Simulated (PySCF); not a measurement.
CH₄BCl, SMILES CBCl.

The structure is a stationary point at B3LYP-D3(BJ)/def2-TZVP.

Vertical ionisation energy (IE) and electron affinity (EA) in eV. Rows of orbital energies are one-electron estimates. Where ΔSCF, EOM or ADC give a negative EA the extra electron is unbound and the value depends on the basis.

| level | IE | EA |
|---|---|---|
| −ε(HOMO), −ε(LUMO), M06-2X/def2-TZVPD (PySCF) | 9.78 | 0.32 |
| ADC(2)/aug-cc-pVDZ (PySCF) | 10.62 | -0.72 |

Q: Beyond the first one, list the lowest photoelectron lines from PySCF with ADC(2)/aug-cc-pVDZ with their pole strengths (two spins summed). (The exact figures need the calculation; the answer reports its results.)

A: 11.94 eV (1.82), 12.68 eV (1.82), 13.03 eV (1.79), 14.20 eV (1.82), 14.87 eV (1.81).
